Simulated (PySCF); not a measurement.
Several molecules and their computed UV-vis stick spectra, shuffled. Method: TDDFT wB97X-D/def2-SVPD, vertical, gas phase, core orbitals frozen in the response in PySCF. Geometries: GFN2-xTB; one conformer of each isolated species. Triplets are in the Tamm–Dancoff approximation.

A. `C/C(=C\C=O)C(F)=C=O`
B. `CC1CCCC1`
C. `Cc1ccoc1C(=O)F`

Lowest singlet levels (six at most, fewer where fewer were computed) with oscillator strengths:

1. 8.78 eV (f 0.003); 9.00 eV (f 0.018); 9.09 eV (f 0.002); 9.23 eV (f 0.001); 9.43 eV (f 0.024); 9.44 eV (f 0.048); T1 8.61 eV
2. 5.23 eV (f 0.348); 5.59 eV (f 0.006); 6.11 eV (f 0.059); 7.23 eV (f 0.007); 7.35 eV (f 0.183); 7.64 eV (f 0.001); T1 3.36 eV
3. 2.60 eV (f 0.000); 3.63 eV (f 0.000); 4.72 eV (f 0.578); 5.54 eV (f 0.056); 5.61 eV (f 0.001); 6.50 eV (f 0.002); T1 2.25 eV

Problem. Which spectrum belongs to which structure?

Solution. 1 = B, 2 = C, 3 = A.
- A: S1 at 2.60 eV, HOMO→LUMO (89%), HOMO-2→LUMO (10%); Löwdin shares by element: HOMO carbon 54% or more, oxygen 13% or more (atoms not listed hold the other 33%); LUMO carbon 52% or more, oxygen 32% or more, fluorine 8%; HOMO -8.72 and LUMO -0.89 eV.
- B: S1 at 8.78 eV, HOMO→LUMO (81%); Löwdin shares by element: HOMO carbon 52% or more (atoms not listed hold the other 48%); LUMO carbon 37% or more (atoms not listed hold the other 63%); HOMO -10.55 and LUMO 2.46 eV.
- C: S1 at 5.23 eV, HOMO→LUMO (96%); Löwdin shares by element: HOMO carbon 71% or more (atoms not listed hold the other 29%); LUMO carbon 48% or more, oxygen 16% or more (atoms not listed hold the other 36%); HOMO -9.23 and LUMO -0.12 eV.
